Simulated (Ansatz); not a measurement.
Relaxation of BClFH3O (7 atoms, charge 0, multiplicity 1), to a largest force component of 0.03 eV/Å in at most 50 steps.

These are results of Ansatz, RKS PBE0/def2-SVP, not measurements.

```xyz
7
Properties=species:S:1:pos:R:3
B -0.015 -0.299 -0.047
F -0.096 -0.613 1.236
Cl 1.536 -0.514 -0.840
H -0.998 -0.024 -0.675
O 0.341 2.047 1.021
H 1.299 2.111 0.931
H 0.230 1.418 1.768
```

Task: Where does it end, and by what steps?

Result: The forces met the threshold. After 8 steps the energy has fallen by 0.383 eV; O5 moved furthest, 0.51 Å. Joined: B1–O5 (2.60 → 1.69 Å).

```csv
step,energy less start (eV),largest force component (eV/Å),accepted
0,0.0000,0.770,yes
1,-0.0312,1.832,yes
2,-0.1239,2.179,yes
3,-0.2511,1.628,yes
4,-0.3077,1.009,yes
5,-0.3715,0.258,yes
6,-0.3802,0.117,yes
7,-0.3810,0.165,yes
8,-0.3835,0.015,yes
```

```xyz
7
Properties=species:S:1:pos:R:3
B 0.023 0.054 0.153
F -0.121 -0.694 1.279
Cl 1.620 -0.215 -0.718
H -0.941 0.178 -0.561
O 0.295 1.586 0.812
H 1.245 1.733 0.657
H 0.177 1.483 1.770
```

Whether the end is a true minimum wasn't checked by a vibrational analysis.

Run time: 28 s on 1 thread of Intel(R) Xeon(R) Platinum 8259CL CPU @ 2.50GHz (Skylake/Cascade Lake) (shared host), peak memory 0.18 GiB.
